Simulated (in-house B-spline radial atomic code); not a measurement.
Orbital energies and mean radii along the 16-electron series, configuration 1s2 2s2 2p6 3s2 3p1/2(2) 3p3/2(2). The effective charge is n√(-2ε), a non-relativistic measure. Computed with a B-spline radial code for spherical atoms: Dirac-Hartree-Fock, jj configuration that fills j = l - 1/2 first, finite nuclei.

```
  ion   Z  energy of 3s1/2 (Eh)  mean radius of 3s1/2 (bohr)  energy of 3p3/2 (Eh)  mean radius of 3p3/2 (bohr)  energy of 2s1/2 (Eh)  mean radius of 2s1/2 (bohr)  energy of 1s1/2 (Eh)  mean radius of 1s1/2 (bohr)  effective charge of 3s1/2
Dy50+  66               -179.78                      0.21529               -166.27                      0.21362               -458.27                     0.088024              -2116.44                     0.021108                     56.886
Ho51+  67                     ?                            ?                     ?                            ?                     ?                            ?                     ?                            ?                          ?
Er52+  68               -193.89                      0.20725               -178.94                      0.20613               -492.95                     0.084768              -2262.17                     0.020362                     59.076
Tm53+  69               -201.17                      0.20342               -185.46                      0.20257               -510.89                     0.083208              -2337.26                     0.020003                     60.176
Yb54+  70               -208.62                      0.19969               -192.09                      0.19912               -529.22                     0.081689              -2413.84                     0.019654                      61.28
Lu55+  71               -216.23                      0.19608               -198.85                      0.19578               -547.96                     0.080211              -2491.95                     0.019313                     62.387
Hf56+  72                     ?                            ?                     ?                            ?                     ?                            ?                     ?                            ?                          ?
Ta57+  73               -231.94                      0.18916               -212.73                      0.18941               -586.69                     0.077368              -2652.89                     0.018657                     64.614
 W58+  74               -240.05                      0.18584               -219.86                      0.18636                -606.7                        0.076              -2735.74                      0.01834                     65.733
```

Fill in the row of Ho51+.

energy of 3s1/2 (Eh): -186.75; mean radius of 3s1/2 (bohr): 0.21121; energy of 3p3/2 (Eh): -172.55; mean radius of 3p3/2 (bohr): 0.20981; energy of 2s1/2 (Eh): -475.42; mean radius of 2s1/2 (bohr): 0.086373; energy of 1s1/2 (Eh): -2188.58; mean radius of 1s1/2 (bohr): 0.02073; effective charge of 3s1/2: 57.979.

Fill in the row of Hf56+.

energy of 3s1/2 (Eh): -224; mean radius of 3s1/2 (bohr): 0.19257; energy of 3p3/2 (Eh): -205.73; mean radius of 3p3/2 (bohr): 0.19254; energy of 2s1/2 (Eh): -567.11; mean radius of 2s1/2 (bohr): 0.078771; energy of 1s1/2 (Eh): -2571.64; mean radius of 1s1/2 (bohr): 0.018981; effective charge of 3s1/2: 63.498.

How does the screening of 3s1/2 change?

Z less the effective charge goes from 9.11 at Z = 66 to 8.27 at Z = 74.
